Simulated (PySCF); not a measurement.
# From PBE0 to CCSD(T): MF along group 13

PBE0 and CCSD(T) in PySCF with def2-TZVPP on every atom (core potentials on Tl), for the lowest determinant that a PBE0 search found; no spin–orbit coupling.

| molecule | state (unpaired electrons) | PBE0 Re (Å) | PBE0 ωe (cm⁻¹) | PBE0 De (eV) | CCSD(T) Re (Å) | CCSD(T) ωe (cm⁻¹) | CCSD(T) De (eV) |
| --- | --- | --- | --- | --- | --- | --- | --- |
| BF | singlet (closed shell) | 1.263 | 1416 | 7.78 | 1.273 | 1396 | 7.70 |
| AlF | singlet (closed shell) | 1.664 | 785 | 6.76 | 1.665 | 797 | 6.83 |
| GaF | singlet (closed shell) | 1.787 | 619 | 5.94 | 1.781 | 634 | 5.98 |
| TlF | singlet (closed shell) | 2.097 | 473 | 5.03 | ? | ? | ? |

Problem. Estimate the CCSD(T) values of TlF by adding the mean shift from PBE0 to CCSD(T) of the other rows, and compare with the calculation.

Solution. The mean shifts are +0.2 pm, +2 cm⁻¹ and +0.01 eV, which give 2.099 Å, 475 cm⁻¹ and 5.04 eV. CCSD(T)/def2-TZVPP gives Re = 2.099 Å, ωe = 479 cm⁻¹, De = 4.99 eV.

Problem. What are the mean differences of PBE0 from CCSD(T) over the whole series?

Solution. Re -0.2 pm, ωe -3 cm⁻¹, De +0.00 eV.

In a basis of this size CCSD(T) is itself not converged; it tends to give bonds that are too long and too weak.

Correlated steps freeze the inner cores (2 to 10 orbitals); shallow outer-core shells are correlated. These are scalar-relativistic numbers at best; spin–orbit coupling would shift them, the dissociation energy most. Where the molecule has an RHF reference, its open-shell atoms are computed with UHF.
